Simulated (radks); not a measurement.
Results of a calculation; reference values are marked as such.
Q: The fluorine ion F2+, [He] 2s2 2p3. Code: a radial shooting solver on a logarithmic mesh with Libxc functionals. Model: non-relativistic Kohn-Sham, PBE, spin-polarised, spherical densities, point nucleus. Every spin shell is full or empty, so the densities are truly spherical. Functionals are evaluated on that one density, not self-consistently. Rank these orbital-free kinetic functionals by their error against the exact value of the orbitals, and give that value: Thomas-Fermi, TF + vW, APBEK, revAPBEK, Pearson, PG1, DePristo-Kress, Ernzerhof.

A: Exact: 97.5520 hartree. From best to worst, with 100 (|E| - |E exact|)/|E exact| (equal figures are ties): APBEK +0.21, DePristo-Kress -0.55, revAPBEK +0.80, Ernzerhof +1.14, Pearson -2.86, Thomas-Fermi -8.76, PG1 +35.56, TF + vW +68.17.
